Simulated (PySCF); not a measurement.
PySCF job for ethenoxysilane (C2H6OSi), SMILES C=CO[SiH3], PBE-D3(BJ)/def2-SVP. Coordinates come from a PBE-D3(BJ)/def2-SVP optimisation. A frequency run showed that this geometry is not a minimum. Other conformers were not sampled.

```python
import numpy as np
from pyscf import gto, scf, dft, df
from pyscf.hessian import thermo

mol = gto.M(
    atom='''
    C    -0.08577867   -2.38761094    0.00000000
    C     0.36470819   -1.12166856   -0.00000000
    O    -0.47051635   -0.04235586    0.00000000
    Si    0.04570954    1.57188709   -0.00000000
    H    -1.16402512   -2.60504666    0.00000000
    H     0.62997548   -3.22027094   -0.00000000
    H     1.45090928   -0.89932653   -0.00000000
    H     0.87095414    1.86297134   -1.22502572
    H    -1.20814777    2.38680616    0.00000000
    H     0.87095414    1.86297134    1.22502573
    ''',
    basis='def2-SVP',
    charge=0,
    spin=0,
    max_memory=1600,
    verbose=3,
)
mf = dft.RKS(mol, xc='pbe').density_fit(auxbasis='def2-universal-jkfit')
mf.disp = 'd3bj'
mf.grids.level = 3
mf.conv_tol = 1e-11
mf.max_cycle = 100
mf.kernel()

# [left out here: the lines that compute and print the analytic Hessian (its translational invariance restored by hand, since the grid's response is missing), thermochemistry and intensities]
```

Program output:

```
converged SCF energy = -443.98435285614

WARN: DFTD3 does not support analytical Hessian, using finite difference


WARN: Mole.unit (angstrom) is changed to Bohr

Mode                                 0                   1                   2
Irrep
Freq [cm^-1]                      -46.8700             96.7926            164.9365
Reduced mass [au]                   1.4322              2.2567              3.3066
Force const [Dyne/A]               -0.0019              0.0125              0.0530
Char temp [K]                     -67.4354            139.2630            237.3069
Normal mode                   x     y     z       x     y     z       x     y     z
       0   C                 0.00  0.00 -0.09    0.00  0.00  0.10   -0.10 -0.02  0.00
       1   C                -0.00  0.00  0.13   -0.00  0.00 -0.03    0.06 -0.08  0.00
       2   O                -0.00  0.00  0.03   -0.00  0.00 -0.16    0.16 -0.01 -0.00
       3  Si                 0.00 -0.00 -0.03    0.00 -0.00  0.04   -0.05  0.05  0.00
       4   H                 0.00 -0.00 -0.37    0.00 -0.00  0.09   -0.13  0.12 -0.00
       5   H                 0.00  0.00  0.03    0.00  0.00  0.20   -0.21 -0.12  0.00
       6   H                -0.00  0.00  0.42   -0.00  0.00 -0.02    0.08 -0.18  0.00
       7   H                -0.29  0.07 -0.21   -0.21  0.24 -0.04   -0.10  0.18 -0.00
       8   H                 0.00  0.00  0.30    0.00  0.00  0.39   -0.17 -0.13  0.00
       9   H                 0.29 -0.07 -0.21    0.21 -0.24 -0.04   -0.10  0.18  0.00
Mode                                 3                   4                   5
Irrep
Freq [cm^-1]                      426.7957            674.4885            693.9161
Reduced mass [au]                   2.7455              1.1674              1.4576
Force const [Dyne/A]                0.2947              0.3129              0.4135
Char temp [K]                     614.0639            970.4388            998.3907
Normal mode                   x     y     z       x     y     z       x     y     z
       0   C                 0.04 -0.14  0.00    0.00 -0.00 -0.01    0.00 -0.00  0.00
       1   C                -0.11 -0.07  0.00    0.00 -0.00  0.04    0.00 -0.00 -0.14
       2   O                 0.01  0.03 -0.00    0.00 -0.00  0.05   -0.00 -0.00  0.07
       3  Si                 0.02  0.08  0.00   -0.00  0.00 -0.05   -0.00  0.00 -0.01
       4   H                 0.10 -0.44 -0.00   -0.00  0.00  0.10   -0.00  0.00 -0.27
       5   H                 0.25  0.04  0.00   -0.00 -0.00 -0.18   -0.00 -0.00  0.72
       6   H                -0.10 -0.11  0.00    0.00 -0.00 -0.07    0.00 -0.00  0.18
       7   H                 0.00  0.11 -0.00    0.16  0.58  0.19    0.05  0.11  0.05
       8   H                -0.00  0.05  0.00    0.00  0.00  0.10    0.00  0.00  0.02
       9   H                 0.00  0.11  0.00   -0.16 -0.58  0.19   -0.05 -0.11  0.05
Mode                                 6                   7                   8
Irrep
Freq [cm^-1]                      696.0656            744.5544            810.6785
Reduced mass [au]                   1.3045              2.4402              1.4436
Force const [Dyne/A]                0.3724              0.7970              0.5590
Char temp [K]                    1001.4835           1071.2480           1166.3859
Normal mode                   x     y     z       x     y     z       x     y     z
       0   C                -0.01  0.04  0.00   -0.03  0.04  0.00   -0.00 -0.00 -0.15
       1   C                -0.06  0.04 -0.00   -0.06  0.04 -0.00    0.00 -0.00  0.07
       2   O                 0.01  0.03  0.00    0.13  0.08 -0.00    0.00  0.00 -0.01
       3  Si                 0.04 -0.06 -0.00   -0.05 -0.06  0.00   -0.00  0.00  0.00
       4   H                 0.02 -0.12 -0.00    0.04 -0.29 -0.00    0.00 -0.00  0.65
       5   H                 0.12  0.15  0.00    0.22  0.25 -0.00    0.00  0.00  0.48
       6   H                -0.05  0.01  0.00   -0.03 -0.09  0.00    0.00 -0.00 -0.08
       7   H                -0.09  0.29 -0.00    0.01 -0.25 -0.01   -0.00 -0.02 -0.00
       8   H                -0.34 -0.64  0.00    0.11  0.17  0.00    0.00  0.00  0.01
       9   H                -0.09  0.29  0.00    0.01 -0.25  0.01    0.00  0.02 -0.00
Mode                                 9                  10                  11
Irrep
Freq [cm^-1]                      897.5379            914.0161            932.1227
Reduced mass [au]                   1.0505              1.0666              1.1253
Force const [Dyne/A]                0.4986              0.5250              0.5760
Char temp [K]                    1291.3572           1315.0657           1341.1170
Normal mode                   x     y     z       x     y     z       x     y     z
       0   C                 0.00 -0.00 -0.00    0.00 -0.01  0.00   -0.00  0.00 -0.01
       1   C                 0.00 -0.00  0.01   -0.00  0.00  0.00    0.00 -0.00  0.10
       2   O                 0.00  0.00 -0.00    0.00 -0.01  0.00   -0.00  0.00 -0.01
       3  Si                -0.00  0.00  0.04   -0.02  0.04 -0.00   -0.00 -0.00 -0.00
       4   H                 0.00  0.00 -0.03   -0.00  0.01 -0.00    0.00 -0.00 -0.44
       5   H                -0.00 -0.00  0.04   -0.01 -0.02 -0.00    0.00  0.00  0.26
       6   H                 0.00 -0.00 -0.07   -0.00  0.01 -0.00    0.00  0.00 -0.78
       7   H                -0.31  0.25 -0.13    0.48 -0.26  0.25    0.02 -0.02  0.01
       8   H                 0.00  0.00 -0.77   -0.27 -0.37  0.00    0.00  0.00  0.07
       9   H                 0.31 -0.25 -0.13    0.48 -0.26 -0.25   -0.02  0.02  0.01
Mode                                12                  13                  14
Irrep
Freq [cm^-1]                      942.0507           1001.1371           1189.4904
Reduced mass [au]                   1.1050              2.3542              3.6798
Force const [Dyne/A]                0.5778              1.3902              3.0675
Char temp [K]                    1355.4012           1440.4134           1711.4119
Normal mode                   x     y     z       x     y     z       x     y     z
       0   C                -0.01  0.01  0.00    0.09 -0.09  0.00   -0.06 -0.03 -0.00
       1   C                 0.01 -0.01 -0.00   -0.06 -0.00 -0.00    0.17 -0.04  0.00
       2   O                -0.01  0.01  0.00    0.02  0.14  0.00   -0.08  0.13 -0.00
       3  Si                -0.03 -0.05  0.00   -0.01 -0.04 -0.00   -0.00 -0.01 -0.00
       4   H                 0.00 -0.05  0.00   -0.00  0.33 -0.00    0.01 -0.37 -0.00
       5   H                 0.04  0.05 -0.00   -0.28 -0.41  0.00   -0.04 -0.04  0.00
       6   H                 0.01 -0.00  0.00   -0.09  0.15 -0.00    0.19 -0.14  0.00
       7   H                 0.29  0.45  0.32   -0.00 -0.00  0.01   -0.02 -0.05 -0.02
       8   H                 0.20  0.30 -0.00   -0.01 -0.03  0.00   -0.05 -0.08  0.00
       9   H                 0.29  0.45 -0.32   -0.00 -0.00 -0.01   -0.02 -0.05  0.02
Mode                                15                  16                  17
Irrep
Freq [cm^-1]                     1297.2387           1359.5613           1672.5681
Reduced mass [au]                   1.1500              1.2499              5.1020
Force const [Dyne/A]                1.1402              1.3612              8.4093
Char temp [K]                    1866.4376           1956.1060           2406.4531
Normal mode                   x     y     z       x     y     z       x     y     z
       0   C                -0.05 -0.02 -0.00   -0.06 -0.07 -0.00   -0.05 -0.16  0.00
       1   C                 0.02  0.06 -0.00    0.04 -0.08  0.00    0.03  0.21 -0.00
       2   O                 0.04 -0.04 -0.00   -0.00  0.03 -0.00    0.01 -0.03  0.00
       3  Si                 0.00  0.00  0.00    0.00 -0.00 -0.00    0.00 -0.00 -0.00
       4   H                 0.03 -0.46  0.00   -0.14  0.39 -0.00   -0.14  0.13  0.00
       5   H                -0.24 -0.20 -0.00    0.45  0.37  0.00    0.17 -0.00 -0.00
       6   H                -0.11  0.73  0.00   -0.08  0.51  0.00    0.15 -0.18 -0.00
       7   H                -0.00  0.01 -0.00   -0.00 -0.02 -0.01   -0.01  0.02  0.02
       8   H                 0.01  0.01 -0.00   -0.02 -0.02  0.00    0.02  0.01 -0.00
       9   H                -0.00  0.01  0.00   -0.00 -0.02  0.01   -0.01  0.02 -0.02
Mode                                18                  19                  20
Irrep
Freq [cm^-1]                     2158.7282           2162.3475           2219.0126
Reduced mass [au]                   1.0268              1.0520              1.0444
Force const [Dyne/A]                2.8192              2.8982              3.0299
Char temp [K]                    3105.9292           3111.1366           3192.6651
Normal mode                   x     y     z       x     y     z       x     y     z
       0   C                -0.00  0.00  0.00    0.00 -0.00  0.00   -0.00 -0.00 -0.00
       1   C                 0.00 -0.01 -0.00    0.00 -0.00 -0.00   -0.00  0.00  0.00
       2   O                -0.00  0.00  0.00    0.00 -0.00 -0.00    0.00 -0.00 -0.00
       3  Si                 0.02  0.01 -0.00   -0.00  0.00 -0.04    0.03 -0.02 -0.00
       4   H                 0.00 -0.00  0.00    0.00 -0.00 -0.00   -0.00 -0.00 -0.00
       5   H                -0.00  0.00 -0.00    0.00 -0.00  0.00   -0.00 -0.00  0.00
       6   H                 0.00  0.01 -0.00   -0.00 -0.00 -0.00   -0.00  0.00  0.00
       7   H                -0.37 -0.13  0.57   -0.38 -0.13  0.56   -0.03 -0.02  0.06
       8   H                 0.09 -0.06  0.00    0.00 -0.00 -0.02   -0.82  0.53 -0.00
       9   H                -0.37 -0.13 -0.57    0.38  0.13  0.56   -0.03 -0.02 -0.06
Mode                                21                  22                  23
Irrep
Freq [cm^-1]                     3035.7147           3101.8293           3209.7896
Reduced mass [au]                   1.0895              1.0642              1.1186
Force const [Dyne/A]                5.9156              6.0325              6.7902
Char temp [K]                    4367.7175           4462.8417           4618.1725
Normal mode                   x     y     z       x     y     z       x     y     z
       0   C                -0.00  0.00 -0.00   -0.03 -0.06  0.00   -0.09  0.04  0.00
       1   C                 0.08  0.02 -0.00    0.01  0.01  0.00   -0.01 -0.00 -0.00
       2   O                -0.00 -0.00  0.00   -0.00  0.00 -0.00    0.00 -0.00  0.00
       3  Si                 0.00  0.00  0.00    0.00 -0.00 -0.00    0.00 -0.00 -0.00
       4   H                -0.05 -0.01  0.00    0.73  0.14 -0.00    0.59  0.13 -0.00
       5   H                 0.07 -0.08  0.00   -0.41  0.46 -0.00    0.47 -0.55  0.00
       6   H                -0.93 -0.20  0.00   -0.09 -0.02 -0.00    0.04  0.01 -0.00
       7   H                -0.00 -0.00  0.00   -0.00  0.00 -0.00    0.00  0.00 -0.00
       8   H                -0.00 -0.00 -0.00   -0.00 -0.00  0.00    0.00 -0.00  0.00
       9   H                -0.00 -0.00 -0.00   -0.00  0.00  0.00    0.00  0.00  0.00
temperature 298.1500 [K]
pressure 101325.00 [Pa]
Rotational constants [GHz] 33.30839 2.70442 2.57855
Symmetry number 1
Zero-point energy (ZPE) 0.06926 [Eh]   181840.590 [J/mol]
                           tot       elec      trans        rot        vib
Entropy [J/mol/K]       303.639      0.000    162.451    103.514     37.674
Cv [J/mol/K]             75.109      0.000     12.472     12.472     50.166
Cp [J/mol/K]             83.423      0.000     20.786     12.472     50.166
Internal energy [J/mol]                      3718.434   3718.434 188256.770
Internal energy [Eh]   -443.90982  -443.98435
Enthalpy [J/mol]                             6197.391   3718.434 188256.770
Enthalpy [Eh]          -443.90887
Gibbs free energy [J/mol]                  -42237.290 -27144.235 177024.148
Gibbs free energy [Eh] -443.94335
mode   freq/cm-1   IR/(km/mol)
   1      -46.87         0.338
   2       96.79         1.682
   3      164.94         0.513
   4      426.80         5.776
   5      674.49        43.201
   6      693.92         0.341
   7      696.07        32.132
   8      744.55        34.774
   9      810.68        46.855
  10      897.54        59.024
  11      914.02       125.594
  12      932.12        21.468
  13      942.05       293.574
  14     1001.14        86.779
  15     1189.49       269.439
  16     1297.24        23.974
  17     1359.56        17.972
  18     1672.57       201.259
  19     2158.73        83.125
  20     2162.35       134.423
  21     2219.01        89.107
  22     3035.71        22.280
  23     3101.83         0.321
  24     3209.79         1.923
max |gradient| / (hartree/bohr): 4.9246113233598194e-05
APT charges: [-0.3067  0.6106 -1.0747  1.4363  0.0625  0.0501  0.0043 -0.2739 -0.2346
 -0.2739]
```

The run converged. The end point has an imaginary mode, so it is no minimum.

Cost: roughly 90 core-seconds.
